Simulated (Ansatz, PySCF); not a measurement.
TaF₄, SMILES [F][Ta]([F])([F])[F] (connectivity only; charge and spin as stated), neutral, multiplicity 2. Atoms are numbered in the order given.

```xyz
5

Ta     0.0000     0.0000     0.0000
F      1.2486     1.2486     0.6402
F     -1.2486    -1.2486     0.6402
F      1.2486    -1.2486    -0.6402
F     -1.2486     1.2486    -0.6402
```
Charge 0, spin multiplicity 2.

Geometry optimised at B3LYP-D3(BJ)/def2-SVP. The spin state was assumed, not searched. The isomer is the one that the SMILES or the coordinates give; other isomers of the formula were not compared. The def2 effective core potentials stand for the cores of Ta; spin–orbit coupling is left out.

Two levels are set side by side: PBE-D3(BJ)/def2-SVP (Ansatz, a quantum-chemistry and plane-wave program) and B3LYP-D3(BJ)/def2-SVP (Ansatz). Each level has its own optimised geometry; the coordinates shown are those of the second. Frequencies come from the Hessian of PySCF at each geometry. Differences are taken from unrounded values.

```tsv
quantity	B3LYP-D3(BJ)	PBE-D3(BJ)	PBE-D3(BJ) minus B3LYP-D3(BJ)
mean bond length (Å)	1.878	1.882	0.004
bond Ta1–F2 (Å)	1.878	1.882	0.004
bond Ta1–F3 (Å)	1.878	1.882	0.004
bond Ta1–F4 (Å)	1.878	1.882	0.004
bond Ta1–F5 (Å)	1.878	1.882	0.004
highest harmonic wavenumber (cm⁻¹)	707	690	-17
mean harmonic wavenumber (cm⁻¹)	406	397	-9
zero-point energy (kcal/mol)	5.22	5.10	-0.12
```
